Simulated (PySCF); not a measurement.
A GIAO shielding run with PySCF 2.14 (density fitting, non-relativistic, gas phase) on SMILES [C@@H]1(N[SiH2]F)[C@H](C(=C)C)CC1, C7H14FNSi:

```
$ OMP_NUM_THREADS=1 python probes_run.py task.json out

{"job": {"kind": "nmr", "xc": "PBE0", "basis": "pcSseg-1"}, "charge": 0, "multiplicity": 1}
C     -2.460895     0.639063     0.714034
C     -1.478916     0.642442    -0.173281
C     -1.027705     1.897331    -0.858896
C     -0.709603    -0.575002    -0.587793
C     -0.906953    -1.927705     0.120837
C      0.616343    -2.090494     0.220436
C      0.795115    -0.611295    -0.184915
N      1.132829     0.279316     0.889451
Si     2.689333     0.909101     1.199046
F      3.193109     1.492634    -0.215341
H     -2.805647    -0.254793     1.204074
H     -2.980163     1.544892     0.977637
H     -1.156569     1.804376    -1.936891
H     -1.594278     2.757089    -0.512098
H      0.029897     2.065307    -0.664102
H     -0.798280    -0.688873    -1.671730
H     -1.375840    -1.837000     1.097414
H     -1.434629    -2.685813    -0.453765
H      1.026263    -2.781724    -0.512393
H      1.005237    -2.342583     1.205587
H      1.498491    -0.433609    -0.998776
H      0.465058     0.222493     1.642749
H      2.518865     2.028536     2.106492
H      3.747201    -0.033927     1.548270
```

Hardware: 1 thread of an Arm Neoverse V1, shared host. The job also computes population analyses, field gradients, ring-centre shieldings.

Task: How large is the calculation?

Result: 86 electrons, 247 basis functions and 1295 auxiliary functions.

Task: How long does it take, and how much memory does it need?

Result: 70 s of wall time, with 14 SCF cycles and 4 response iterations; peak memory 1.1 GiB. Times on a shared host scatter by some tens of per cent.
